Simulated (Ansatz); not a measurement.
H2OZn (`[OH][ZnH]`). The species carries charge 0 and has multiplicity 1. The structure was optimised at the PBE0-D4/def2-TZVP level.

```xyz
4

O    -0.751   -0.778    0.441
Zn    0.160    0.553   -0.299
H    -0.254   -1.509    0.809
H     0.845    1.735   -0.951
```

(1) What is the dipole moment at ωB97M-V/def2-TZVPP? (Best estimate.)

(2) And with PBE, r2SCAN, B3LYP? (Estimate.)

(3) Give the Mulliken charges with ωB97M-V, r2SCAN, PBE in def2-TZVPP. (An estimate is asked.)

Answers

(1) Computed: 1.48 D, with components (1.48, -0.07, -0.02) D in this frame, pointing from negative to positive charge.

(2) Ansatz gave: PBE 1.34 D, r2SCAN 1.40 D, B3LYP 1.46 D.

(3) Ansatz gave: 
```
atom  ωB97M-V  r2SCAN    PBE
  O1    -0.50   -0.52  -0.44
 Zn2     0.40    0.42   0.31
  H3     0.17    0.20   0.18
  H4    -0.07   -0.10  -0.06
```

B3LYP here is the variant with VWN-RPA as its local correlation; programs differ in this.
